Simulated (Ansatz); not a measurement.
Consider the homolysis of the B–I bond: `ClB(Cl)I` → `Cl[B]Cl`• + I•.

Computed with Ansatz on PBE0-D4/def2-TZVP structures; ΔE is electronic, products minus reactants. CCSD(T)/CBS is the MP2 limit (def2-TZVPP, def2-QZVPP) plus CCSD(T) − MP2 in def2-TZVPP, frozen cores. This one scheme is used for every species, atoms too. Functionals use def2-TZVPP. HSE06 is defined as in plane-wave codes. Open shells (•) are unrestricted, without spin–orbit coupling. Spin–orbit coupling would lower the free atoms: strongly for I. Elements past krypton have def2 core potentials. For I outer-core shells are correlated without core-valence functions, so the limit isn't a true one: a few kJ/mol of doubt a bond, and 10 to 20 or more in all where bonds break to atoms.

| species | HSE06 energy (Eh) |
| --- | --- |
| `ClB(Cl)I` | -1242.76026 |
| `Cl[B]Cl`• | -944.93379 |
| I• | -297.69147 |

Q: Work out ΔE.

A: ΔE = (-944.93379) + (-297.69147) − (-1242.76026) = 0.13500 Eh = +354.4 kJ/mol. CCSD(T)/CBS gives +376.4 kJ/mol.

Largest T1 diagnostic among the species: 0.015.

The D4 term adds +14.9 kJ/mol with B3LYP and +7.7 kJ/mol with PBE0; it sums over pairs of atoms, weighted by their polarisabilities, and B3LYP, whose exchange is more repulsive, gets the larger term. Leaving LDA and LC-ωPBE aside and taking each functional with its dispersion term where it has one, the values, not all of them listed here, spread over 27.7 kJ/mol, from BHLYP-D4 to PBE-D4. LDA lies +64.5 kJ/mol from PBE without D4, its usual overbinding.

B3LYP here is the variant with VWN-RPA as its local correlation; programs differ in this.
